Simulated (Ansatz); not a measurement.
A structure relaxed at PBE0-D4/def2-TZVP, charge 0, multiplicity 1:

```json
{"atom": "C1", "x (Å)": "1.8123", "y (Å)": "-0.1797", "z (Å)": "0.1424"}
{"atom": "Sn2", "x (Å)": "-0.0487", "y (Å)": "0.8289", "z (Å)": "-0.0182"}
{"atom": "N3", "x (Å)": "-1.4296", "y (Å)": "-0.6291", "z (Å)": "0.2837"}
{"atom": "C4", "x (Å)": "-2.5005", "y (Å)": "-0.9906", "z (Å)": "-0.1160"}
{"atom": "O5", "x (Å)": "-3.5413", "y (Å)": "-1.3961", "z (Å)": "-0.4631"}
{"atom": "H6", "x (Å)": "1.8812", "y (Å)": "-0.9380", "z (Å)": "-0.6370"}
{"atom": "H7", "x (Å)": "1.8756", "y (Å)": "-0.6609", "z (Å)": "1.1180"}
{"atom": "H8", "x (Å)": "2.6378", "y (Å)": "0.5240", "z (Å)": "0.0339"}
{"atom": "H9", "x (Å)": "-0.3250", "y (Å)": "1.9649", "z (Å)": "1.2220"}
{"atom": "H10", "x (Å)": "-0.3618", "y (Å)": "1.4767", "z (Å)": "-1.5656"}
```

Task: Give its formula and SMILES.

Result: C2H5NOSn, `[CH3][SnH2][N]=C=O`.

Task: Summarise the bond lengths by kind.

Result: 1 × C–Sn 2.123 Å; 3 × C–H 1.090 Å; 1 × N–Sn 2.031 Å; 2 × H–Sn 1.704 to 1.707 Å; 1 × C–N 1.199 Å; 1 × C–O 1.170 Å.

Computed with Ansatz.
